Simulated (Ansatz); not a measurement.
```yaml
crystal:
  periodic: [false, false, false]
  atoms:
    - {symbol: Br, position_ang: [-0.130147, -2.749697, 0.392220]}
    - {symbol: C, position_ang: [-0.204662, -0.908195, 0.018505]}
    - {symbol: N, position_ang: [-1.060729, -0.251367, -0.635811]}
    - {symbol: Si, position_ang: [0.253396, 0.807232, 0.001950]}
    - {symbol: H, position_ang: [1.246487, 1.334125, -0.952885]}
    - {symbol: H, position_ang: [-0.062246, 1.703802, 1.129821]}
basis:
  gaussian: {orbitals: cc-pVTZ-DK, final_grid: {core_spheres: 5, valence_spheres: 4, degree: 11}}
total_charge: 1
magnetization: {spin_polarized: true, initial_magnetization: 9}
hamiltonian: {xc: {name: LC-wPBE}}
accuracy: high
output: {forces: true}
```

```sh
$ ansatz run in.yaml --threads 2 --pin off --events-out ev --progress --plain --max-ram 4352MiB
```

Shortened log:

```
Functional definition: LC-wPBE
2732 factors; integrals over basis functions are off by at most 4.2e-9 eV
596 factors; integrals over basis functions are off by at most 1.3e-9 eV
mean field evaluation 1: about -81309.1515 eV, gradient 5.6e1 eV
mean field evaluation 2: about -81270.2629 eV, gradient 9.8e1 eV
mean field evaluation 4: about -81324.9949 eV, gradient 6.8e0 eV
mean field evaluation 8: about -81325.4845 eV, gradient 9.7e-1 eV
mean field evaluation 16: about -81325.7565 eV, gradient 3.4e-1 eV
mean field evaluation 32: about -81325.7929 eV, gradient 1.1e-3 eV
mean field evaluation 64: about -81325.7929 eV, gradient 1.3e-7 eV
mean field -81325.79292254 eV, -2988.6677653011 hartree, gradient 6.9e-8 eV, S^2 24.768733; 6 other end points of the search recorded, 0 dependent functions left out
reference -81325.79292254 eV, -2988.6677653012 hartree; 36, 27 occupied and 129, 138 virtual orbitals, 2732 factors
Total energy: -81325.79292254 eV, -2988.6677653012 hartree
Relativity: scalar
Atom 0 at    -0.130147    -2.749697     0.392220 Å, force     0.168185    -6.760769     1.305911 eV/Å
Atom 1 at    -0.204662    -0.908195     0.018505 Å, force     8.072879    -3.338915     5.662371 eV/Å
Atom 2 at    -1.060729    -0.251367    -0.635811 Å, force   -12.401164     4.047609    -8.507794 eV/Å
Atom 3 at     0.253396     0.807232     0.001950 Å, force     1.812425     1.480539     0.875961 eV/Å
Atom 4 at     1.246487     1.334125    -0.952885 Å, force     4.710650     1.286902    -5.296004 eV/Å
Atom 5 at    -0.062246     1.703802     1.129821 Å, force    -2.362975     3.284634     5.959555 eV/Å
Dipole moment:     0.200880     0.505813     0.036440 e Å
```

Problem. What is wrong with this run?

Solution. The spin is set far too high for this molecule. The run converged. The result belongs to that input, not to the molecule as meant.
